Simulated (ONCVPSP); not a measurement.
What one change does to a pseudopotential (magnesium, ONCV)

| Property | Result |
| --- | --- |
| Element | magnesium |
| Generator | ONCVPSP 4.0.1 |
| Type | optimised norm-conserving Vanderbilt (ONCV) |
| Functional | PBE |
| Relativity | scalar-relativistic |
| Frozen core | [He] |
| Valence charge | 10 |
| Reference configuration | 2s2 2p6 3s2 |
| Partial waves | 2s+3s: rc 1.10 bohr, ncon 4, nbas 7, qcut 9.4 1/bohr, 2 projectors; 2p: rc 1.30 bohr, ncon 3, nbas 6, qcut 11.6 1/bohr, 2 projectors, debl 0.8 Ha; d scattering state at 0.11 Ha: rc 1.35 bohr, ncon 4, nbas 8, qcut 7.7 1/bohr, 2 projectors, debl 1 Ha |
| Local potential | polynomial inside 0.80 bohr (lpopt 1, dvloc0 1 Ha) |
| Core correction | none |

In the p channel the program set the typed energies aside and used -1.713, 0.250 Ha.

Change: s: nproj 4.

Cutoffs: the cutoffs (Ha) at which the residual kinetic energy of the hardest occupied pseudo-wave falls to 1 and 0.1 mHa per electron; they do not see the model core or the augmentation charge, which bear on the density cutoff. Errors are all-electron minus pseudo energies relative to the spin-unpolarised reference configuration.

Question: What does the change do?

Answer: The potential gets neither clearly harder nor softer (49 Ha and 56 Ha → 49 Ha and 56 Ha); the errors of the 4 common tests hardly move; neither file shows a bound ghost.

```csv
quantity,base,changed
"cutoff, loose",49 Ha,49 Ha
"cutoff, tight",56 Ha,56 Ha
bound ghosts,none,none
GHOST(+) flags under 300 eV,none,none
"error for 2s2 2p6 3s1, meV [ΔE 7.96 eV]",-0.3,-0.2
"error for 2s2 2p6 3s0, meV [ΔE 22.99 eV]",-1.9,-1.8
"error for 2s2 2p6 3s1.5, meV [ΔE 3.14 eV]",-0.1,0.0
"error for 2s2 2p5 3s2, meV [ΔE 58.54 eV]",+422,+419
s: phases at 1.11 bohr within 0.05 rad from the reference energy up to (Ha; the scan ends near 5),to the end of the scan,to the end of the scan
p: phases at 1.32 bohr within 0.05 rad from the reference energy up to (Ha; the scan ends near 5),to the end of the scan,to the end of the scan
d: phases at 1.37 bohr within 0.05 rad from the reference energy up to (Ha; the scan ends near 5),to the end of the scan,to the end of the scan
```
